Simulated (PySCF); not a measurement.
**Bond length, frequency and bond energy of TlP by level of theory**

State: ³Σ⁻ (triplet), unpaired electrons π ↑↑. Set-up: basis Tl def2-SVP with ECP60, P def2-SVP; scalar-relativistic core potentials; PySCF 2.14. De refers to Tl + P in their high-spin ground configurations, without counterpoise correction. The functionals are run spin-unrestricted. A positive dipole means Tl(−)P(+).

```tsv
Level	Re (Å)	ωe (cm⁻¹)	De (eV)	μ (D)
UHF	2.772	223	0.57	-3.08
UHF-MP2	2.735	239	1.16	n/a
UHF-SCS-MP2	2.752	235	1.15	n/a
UHF-CCSD	2.757	227	1.14	n/a
UHF-CCSD(T)	2.761	226	1.22	n/a
PBE	2.763	227	1.97	-2.41
BP86	2.763	227	1.98	-2.38
TPSS	2.771	227	1.95	-2.76
r²SCAN	2.744	233	1.79	-2.66
TPSSh	2.760	230	1.88	-2.83
PBE0	2.736	236	1.81	-2.66
HSE06	2.740	235	1.82	-2.61
```

Q: Which functional lies closest to UHF-CCSD(T) in De, which farthest, and by how much do they differ from it?

A: Closest is r²SCAN (-1.7 pm in Re, +3.1 % in ωe, +0.57 eV in De against UHF-CCSD(T) in the same basis), farthest BP86 (+0.2 pm in Re, +0.4 % in ωe, +0.76 eV in De). CCSD(T) converges more slowly with the basis than the functionals do and binds too weakly in this one, so the order can change at the basis-set limit.

Q: What does a quarter of exact exchange do here, going from PBE to PBE0?

A: PBE0 less PBE: -2.7 pm in Re, +4.0 % in ωe, -0.16 eV in De. Exact exchange removes part of the self-interaction that spreads semilocal densities, and in most molecules shortens and stiffens the bond and lowers De; so it does here.

Q: What does a tenth of exact exchange do here, going from TPSS to TPSSh?

A: TPSSh less TPSS: -1.1 pm in Re, +1.3 % in ωe, -0.07 eV in De. Exact exchange removes part of the self-interaction that spreads semilocal densities, and in most molecules shortens and stiffens the bond and lowers De; so it does here.

Correlated steps freeze 9 core orbitals. Correlated levels converge slowly with the basis: in double zeta they bind strong bonds too weakly, by up to about 1 eV, and carry superposition errors of some tenths. Spin–orbit coupling is left out, which matters for elements this heavy, above all for dissociation energies. The state is the lowest determinant that a PBE0 search found; another state may lie lower at other levels.

The whole job (state search and all levels along the bond) took about 1.8 min on 1 thread of Arm Neoverse V2 (shared host), peak memory 0.51 GiB.
